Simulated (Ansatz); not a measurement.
`FC(F)[O][ZnH]`, charge 0, multiplicity 1.

Question: Give a relaxed structure at PBE0-D4/def2-TZVP (the Gaussian-basis code of Ansatz). (Estimate.)

Answer: The calculation gave: 
```xyz
7

F     0.9424    1.2398   -0.5959
C     0.2773    0.8037    0.5262
F     1.1679   -0.0518    1.1360
O    -0.8443    0.1924    0.2180
Zn   -0.7914   -1.2999   -0.8124
H     0.1370    1.6645    1.1865
H    -0.8890   -2.5487   -1.6584
```
Point group Cs.
